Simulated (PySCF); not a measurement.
MoOCl₄, SMILES [O]=[Mo]([Cl])([Cl])([Cl])[Cl], multiplicity 1.

Coordinates come from a B3LYP-D3(BJ)/def2-SVP optimisation. The multiplicity is an assumed one; no other spin state was optimised. The isomer is the one that the SMILES or the coordinates give; other isomers of the formula were not compared. The def2 effective core potentials stand for the cores of Mo; spin–orbit coupling is left out.

These are PySCF with PBE/def2-TZVP values and carry that method's errors.

The molecule is in vacuum.

Computed frontier levels, gap, dipole moment and polarisability:
- highest occupied level: -7.59 eV
- lowest empty level: -5.34 eV
- orbital gap: 2.25 eV
- dipole moment: 0.87 D
- quadrupole, principal values (traceless, Buckingham form, about the centre of nuclear charge): -8.80, 4.40, 4.40 D·Å
- mean static polarisability: 105.5 bohr³ (15.63 Å³)
- polarisability, principal values: 105.1, 105.7, 105.7 bohr³
